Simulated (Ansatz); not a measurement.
One change: `[CH3][Ge]([CH3])([OH])[F]` becomes `[CH3][Ge]([OH])([OH])[F]`.

Ansatz, PBE0-D4/def2-TZVP geometries, multiplicity 1. Each molecule was computed in one conformer, which needn't be the lowest.

Scalar relativity is left out up to krypton.

```
                                      property  `[CH3][Ge]([CH3])([OH])[F]`
         HOMO energy (ωB97M-V/def2-TZVPP) / eV                       -10.77
           HOMO–LUMO gap (PBE/def2-TZVPP) / eV                         6.67
zero-point energy (PBE0-D4/def2-TZVP) / kJ/mol                        234.4
         LUMO energy (ωB97M-V/def2-TZVPP) / eV                         2.02
            HOMO energy (PBE0/def2-TZVPP) / eV                        -8.50
             LUMO energy (PBE/def2-TZVPP) / eV                        -0.31
```

What does the change do to each property? (Estimate.)

Ansatz gave: 
| property | `[CH3][Ge]([OH])([OH])[F]` | shift |
| --- | --- | --- |
| HOMO energy (ωB97M-V/def2-TZVPP) / eV | -11.41 | -0.64 |
| HOMO–LUMO gap (PBE/def2-TZVPP) / eV | 6.54 | -0.13 |
| zero-point energy (PBE0-D4/def2-TZVP) / kJ/mol | 174.9 | -59.5 |
| LUMO energy (ωB97M-V/def2-TZVPP) / eV | 1.79 | -0.23 |
| HOMO energy (PBE0/def2-TZVPP) / eV | -9.01 | -0.51 |
| LUMO energy (PBE/def2-TZVPP) / eV | -0.76 | -0.45 |

With PBE0 the HOMO falls by 0.51 eV and the LUMO falls by 0.37 eV, so the gap widens by about 0.14 eV. PBE moves the HOMO by -0.32 eV and ωB97M-V by -0.64 eV. The zero-point energy changes by -59.5 kJ/mol with -6 modes.
